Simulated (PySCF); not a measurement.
MgF, SMILES [F][Mg], multiplicity 2.

Geometry optimised at PBE0-D3(BJ)/def2-TZVPD. The spin state was assumed, not searched.

Two levels are set side by side: PBE/def2-TZVPD (PySCF) and PBE0/def2-TZVPD (PySCF). Same geometry, gas phase. Differences are taken from unrounded values.

```json
[
 {"quantity": "α-spin orbital gap (eV)", "PBE0": "4.73", "PBE": "3.32", "PBE minus PBE0": "-1.40"},
 {"quantity": "β-spin orbital gap (eV)", "PBE0": "6.89", "PBE": "4.18", "PBE minus PBE0": "-2.71"},
 {"quantity": "dipole moment (D)", "PBE0": "3.26", "PBE": "3.18", "PBE minus PBE0": "-0.08"},
 {"quantity": "mean polarisability (bohr³)", "PBE0": "51.9", "PBE": "52.8", "PBE minus PBE0": "0.9"}
]
```

Rough cost on one machine, each run with all the roots and properties that it gave: PBE0 against PBE within a factor of 2.
